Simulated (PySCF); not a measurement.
Structure with atom numbers: `[CH2:1]=[CH:2][C:3]1=[CH:4][SiH2:5][CH:6]=[C:7]1[CH:8]=[CH2:9]`. Hydrogens are named by the atom that carries them. Ha(C1) is cis to C3; Ha(C9) is cis to C7; Hb(C1) is trans to C3; Hb(C9) is trans to C7.

- PBE0-D3(BJ)/def2-SVP structure
- GIAO PBE0/pcSseg-1 shieldings
- code: PySCF
- isolated molecule, averaged over atoms made equivalent by symmetry, fast rotation or ring inversion, one computed conformer, no relativistic terms

List the cross peaks expected in HSQC, COSY and HMBC spectra.

Results:



HSQC (one-bond C–H):
```tsv
δH	δC
6.82 (H(C2)/H(C8))	143.2 (C2/C8)
6.15 (H(C4)/H(C6))	135.5 (C4/C6)
5.62 (Hb(C1)/Hb(C9))	128.7 (C1/C9)
5.58 (Ha(C1)/Ha(C9))	128.7 (C1/C9)
```

COSY cross peaks (H two or three bonds apart, from the bond graph; peaks can be absent where the dihedral angle is near 90°):
```tsv
δH	δH
6.82 (H(C2)/H(C8))	5.62 (Hb(C1)/Hb(C9))
6.82 (H(C2)/H(C8))	5.58 (Ha(C1)/Ha(C9))
6.15 (H(C4)/H(C6))	4.74 (H(Si5))
5.62 (Hb(C1)/Hb(C9))	5.58 (Ha(C1)/Ha(C9))
```

HMBC (two and three bonds, from the bond graph):
```tsv
δH	δC
6.82 (H(C2)/H(C8))	166.9 (C3/C7), 135.5 (C4/C6), 128.7 (C1/C9)
6.15 (H(C4)/H(C6))	166.9 (C3/C7), 143.2 (C2/C8), 135.5 (C4/C6)
5.62 (Hb(C1)/Hb(C9))	166.9 (C3/C7), 143.2 (C2/C8)
5.58 (Ha(C1)/Ha(C9))	166.9 (C3/C7), 143.2 (C2/C8)
4.74 (H(Si5))	166.9 (C3/C7), 135.5 (C4/C6)
```

δ = σ(ref) − σ, references computed at the same level: ¹H (σ = 31.27 ppm) and ¹³C (σ = 184.41 ppm) vs TMS.

Short H···H contacts in this conformer between protons four or more bonds apart (candidates for NOE cross peaks, intensity ∝ r⁻⁶): H(C6)···H(C8) 2.41 Å, H(C2)···H(C4) 2.41 Å.

Shifts are as computed. Against solution values, carbons near 30 ppm lie about +2 ppm off and those near 130 ppm about +5 ppm. Of 1211 compounds with measured shifts, 218 miss one by over three times the rms of a fit or turn the order of signals round; such compounds aren't used in these exercises.
